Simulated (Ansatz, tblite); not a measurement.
Forces on Fe3S2 at its B3LYP-D4/def2-SVP geometry. Total charge 0; singlet.

The xTB rows come from tblite. The restricted singlet is unstable towards broken spin symmetry in Hartree–Fock (as tested in another run); at PBE-D4/def2-TZVP this wasn't settled. Another isomer (singlet) lies 0.31 eV lower at PBE0-D4/def2-TZVP; other spin states weren't run for this one.

GFN1-xTB (tblite), largest force 6.66 eV/Å:

```xyz
5
positions Å, forces eV/Å
Fe   -0.062   -0.286   -1.085   -0.881   -4.489   -2.572
Fe    0.263    1.502   -0.145    2.657    6.091   -0.431
Fe   -0.254   -0.043    1.094   -1.390   -3.810    3.284
S    -1.721   -1.131   -0.026    1.508    1.169    0.002
S     1.775   -0.043    0.162   -1.894    1.039   -0.283
```

GFN2-xTB (tblite), largest force 5.94 eV/Å:

```
Fe -0.372 -3.732 -3.610
Fe 1.284 5.777 -0.524
Fe -1.054 -2.844 4.207
S 0.341 0.625 -0.039
S -0.198 0.174 -0.034
```

PBE-D4/def2-TZVP (Ansatz), largest force 1.39 eV/Å:

```
Fe 0.025 -1.042 -0.825
Fe 0.893 0.862 -0.010
Fe -0.135 -0.824 1.019
S 0.459 0.403 -0.005
S -1.242 0.601 -0.178
```
